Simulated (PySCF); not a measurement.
The dipole of `C1C(C(=C)SC)C1` from its density and from atomic charges.

Coordinates (GFN2-xTB, Å) and charges (e) from the PBE0/pcSseg-1 density (PySCF):

```json
{"atom": "C1", "x": "0.832", "y": "0.034", "z": "1.144", "Mulliken": "-0.1224", "IAO": "-0.3958", "Hirshfeld": "-0.1463", "ESP-fitted": "-0.4557"}
{"atom": "C2", "x": "0.217", "y": "0.016", "z": "-0.032", "Mulliken": "-0.3506", "IAO": "-0.0758", "Hirshfeld": "-0.0092", "ESP-fitted": "+0.1394"}
{"atom": "S3", "x": "1.025", "y": "0.292", "z": "-1.585", "Mulliken": "+0.0595", "IAO": "+0.1490", "Hirshfeld": "+0.0196", "ESP-fitted": "-0.1848"}
{"atom": "C4", "x": "2.742", "y": "0.660", "z": "-1.135", "Mulliken": "-0.3989", "IAO": "-0.5092", "Hirshfeld": "-0.1156", "ESP-fitted": "-0.3534"}
{"atom": "C5", "x": "-1.226", "y": "-0.229", "z": "-0.241", "Mulliken": "-0.1927", "IAO": "-0.1429", "Hirshfeld": "-0.0465", "ESP-fitted": "-0.1912"}
{"atom": "C6", "x": "-2.244", "y": "0.294", "z": "0.738", "Mulliken": "-0.1708", "IAO": "-0.2813", "Hirshfeld": "-0.0829", "ESP-fitted": "-0.2747"}
{"atom": "C7", "x": "-1.991", "y": "-1.174", "z": "0.647", "Mulliken": "-0.1700", "IAO": "-0.2820", "Hirshfeld": "-0.0832", "ESP-fitted": "-0.2745"}
{"atom": "H8", "x": "1.884", "y": "0.216", "z": "1.258", "Mulliken": "+0.1072", "IAO": "+0.1458", "Hirshfeld": "+0.0368", "ESP-fitted": "+0.1682"}
{"atom": "H9", "x": "0.285", "y": "-0.140", "z": "2.054", "Mulliken": "+0.1077", "IAO": "+0.1449", "Hirshfeld": "+0.0413", "ESP-fitted": "+0.1926"}
{"atom": "H10", "x": "2.772", "y": "1.540", "z": "-0.499", "Mulliken": "+0.1568", "IAO": "+0.1590", "Hirshfeld": "+0.0472", "ESP-fitted": "+0.1375"}
{"atom": "H11", "x": "3.256", "y": "0.858", "z": "-2.070", "Mulliken": "+0.1588", "IAO": "+0.1720", "Hirshfeld": "+0.0556", "ESP-fitted": "+0.1955"}
{"atom": "H12", "x": "3.188", "y": "-0.198", "z": "-0.639", "Mulliken": "+0.1569", "IAO": "+0.1579", "Hirshfeld": "+0.0472", "ESP-fitted": "+0.1390"}
{"atom": "H13", "x": "-1.506", "y": "-0.212", "z": "-1.287", "Mulliken": "+0.1178", "IAO": "+0.1510", "Hirshfeld": "+0.0413", "ESP-fitted": "+0.1886"}
{"atom": "H14", "x": "-3.169", "y": "0.686", "z": "0.345", "Mulliken": "+0.1333", "IAO": "+0.1525", "Hirshfeld": "+0.0505", "ESP-fitted": "+0.1489"}
{"atom": "H15", "x": "-1.877", "y": "0.824", "z": "1.603", "Mulliken": "+0.1371", "IAO": "+0.1513", "Hirshfeld": "+0.0470", "ESP-fitted": "+0.1386"}
{"atom": "H16", "x": "-1.454", "y": "-1.654", "z": "1.451", "Mulliken": "+0.1370", "IAO": "+0.1510", "Hirshfeld": "+0.0472", "ESP-fitted": "+0.1361"}
{"atom": "H17", "x": "-2.740", "y": "-1.800", "z": "0.187", "Mulliken": "+0.1334", "IAO": "+0.1526", "Hirshfeld": "+0.0505", "ESP-fitted": "+0.1501"}
```

**Question.** Compute μ = Σ q r for each scheme (1 e·Å = 4.803 D) and compare with the dipole of the full density.

**Answer.** The full density gives (0.42, 0.12, 0.61) D, 0.75 D in size; dipole vectors point from the negative to the positive end.

```json
{"scheme": "Mulliken", "μx": "0.05", "μy": "0.03", "μz": "1.09", "size (D)": "1.09", "share of the full size (%)": "145", "angle to the full dipole (°)": "32"}
{"scheme": "IAO", "μx": "-0.16", "μy": "0.09", "μz": "-0.82", "size (D)": "0.84", "share of the full size (%)": "113", "angle to the full dipole (°)": "152"}
{"scheme": "Hirshfeld", "μx": "0.07", "μy": "0.08", "μz": "-0.44", "size (D)": "0.45", "share of the full size (%)": "60", "angle to the full dipole (°)": "133"}
{"scheme": "ESP-fitted", "μx": "0.47", "μy": "0.13", "μz": "0.65", "size (D)": "0.81", "share of the full size (%)": "108", "angle to the full dipole (°)": "2"}
```

**Question.** Which set comes closest?

**Answer.** Length of the difference vector: ESP-fitted 0.07 D, Mulliken 0.61 D, Hirshfeld 1.11 D, IAO 1.55 D. Closest: ESP-fitted. ESP charges are fitted to the potential around the molecule, whose slowest-falling term is the dipole's. The schemes that divide the density aren't constrained to reproduce the dipole.

**Question.** What is left for the Hirshfeld atoms' own dipoles?

**Answer.** The Hirshfeld atoms' densities add up to the full density, so μ = Σ q r + Σ (atomic dipoles). The atomic dipoles sum to (0.42, 0.12, 0.61) − (0.07, 0.08, -0.44) = (0.35, 0.04, 1.05) D, 1.11 D in size.

**Question.** With the origin at the mean of the coordinates, (0.000, 0.001, 0.114) Å, which are the largest single terms, by size, of the Hirshfeld dipole along the direction of the full one?

**Answer.** C1 -0.92, H17 -0.42, H13 -0.40, H8 +0.36, H14 -0.35 D; all 17 atoms together -0.31 D. The single terms depend on the origin, their sum doesn't.

**Question.** Give the size of the full dipole in other units.

**Answer.** 0.75 D = 0.295 au = 0.156 e·Å = 2.50 × 10⁻³⁰ C·m.

Isolated species at its GFN2-xTB geometry (one conformer only).

Shape of the structure used: `[CH2:1]=[C:2]([S:3][CH3:4])[CH:5]1[CH2:6][CH2:7]1`: C1–C2–S3–C4 -3°, C1–C2–C5–C6 36°.
